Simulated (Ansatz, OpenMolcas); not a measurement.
## RbF: a line through the functionals

RbF has 2 atoms, charge 0, and is taken as a singlet. As SMILES, `[F][Rb]`. The coordinates come from a PBE0-D4/def2-TZVP relaxation.

The HOMO–LUMO gap y, in eV, basis def2-TZVP with a core potential; a is the functional's share of exact exchange. Programs: Ansatz 0.2.0, OpenMolcas 26.06.

| functional | program | a | y (eV) |
| --- | --- | --- | --- |
| r2SCAN | Ansatz | 0 | 3.57 |
| TPSS | OpenMolcas | 0 | 2.88 |
| B3LYP | Ansatz | 0.2 | ? |
| PBE0 | Ansatz | 0.25 | 4.92 |
| r2SCAN0 | Ansatz | 0.25 | 5.54 |
| BHLYP | Ansatz | 0.5 | 6.99 |

Task: Fit y = c + s·a to the known rows and predict B3LYP.

Result: 
1. Means of the 5 rows: a = 0.2000, y = 4.780.
2. Σ(Δa)² = 0.175, Σ(Δa·Δy) = 1.33, so the slope is 1.33/0.175 = 7.6.
3. Intercept: 4.780 − (7.6) × 0.2000 = 3.260. The largest residual of the fit is 0.38.
4. B3LYP: 3.260 + (7.6) × 0.2 = 4.78 eV.

The run gave 4.42 eV, so the prediction is off by +0.36 eV, within the largest residual. Exact exchange lowers occupied levels and raises empty ones. The rows mix families of semi-local functionals, which the line can't see.
